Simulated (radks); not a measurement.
Trend from Rb to Xe: ionisation energy by Delta-SCF between NIST ground configurations, and size. Calculated with a radial shooting solver on a logarithmic mesh with Libxc functionals: scalar-relativistic Kohn-Sham, r2SCAN, spin-polarised, spherical densities, finite nucleus; open shells are filled with parallel spins first (spin-orbit coupling, left out, can overturn this in heavy ions); meta-GGA in the generalised Kohn-Sham scheme; Fermi nuclear charge, rms radius of each element as measured or else 0.836 A^(1/3) + 0.57 fm.

species      configuration  IE (eV)  NIST (eV)  kind  -e(HOMO) (eV)  outermost  <r> outermost (bohr)  r at 0.001 e/bohr^3 (bohr)
Rb                [Kr] 5s1    4.090      4.177  exp.     2.495 (5s)         5s                  5.22                        4.57
Sr                [Kr] 5s2    5.427      5.695  exp.     3.580 (5s)         5s                  4.41                        5.31
Zr            [Kr] 4d2 5s2    6.123      6.634  exp.     4.111 (5s)         5s                  3.96                        5.11
Nb            [Kr] 4d4 5s1    7.181      6.759  exp.     3.851 (4d)         5s                  3.56                        4.75
Mo            [Kr] 4d5 5s1    7.478      7.092  exp.     4.819 (4d)         5s                  3.42                        4.62
Tc            [Kr] 4d5 5s2    6.543      7.119  exp.     4.344 (5s)         5s                  3.65                        4.78
Ru            [Kr] 4d7 5s1    7.703      7.361  exp.     3.457 (4d)         5s                  3.25                        4.46
Rh            [Kr] 4d8 5s1    7.740      7.459  exp.     4.831 (4d)         5s                  3.20                        4.39
Pd               [Kr] 4d10    8.926      8.337  exp.     4.022 (4d)         4d                  1.58                        4.05
Ag           [Kr] 4d10 5s1    7.791      7.576  exp.     4.961 (5s)         5s                  3.13                        4.25
Cd           [Kr] 4d10 5s2    8.856      8.994  exp.     5.849 (5s)         5s                  2.89                        4.39
In       [Kr] 4d10 5s2 5p1    5.487      5.786  exp.     2.870 (5p)         5p                  3.63                        4.64
Sn       [Kr] 4d10 5s2 5p2    7.511      7.344  exp.     4.398 (5p)         5p                  3.17                        4.71
Sb       [Kr] 4d10 5s2 5p3    9.315      8.608  exp.     5.827 (5p)         5p                  2.85                        4.65
Te       [Kr] 4d10 5s2 5p4    8.402      9.010  exp.     5.158 (5p)         5p                  2.70                        4.59
I        [Kr] 4d10 5s2 5p5   10.652     10.451  exp.     6.931 (5p)         5p                  2.48                        4.50
Xe                    [Xe]   12.665     12.130  exp.     8.585 (5p)         5p                  2.30                        4.39

Reference values: NIST Atomic Spectra Database (exp. = measured, semi-emp. = semi-empirical, theory = theoretical value adopted there). Open shells are spherical and high-spin; term and fine-structure splittings are not resolved. Spin-orbit splitting is averaged out at the scalar-relativistic level.
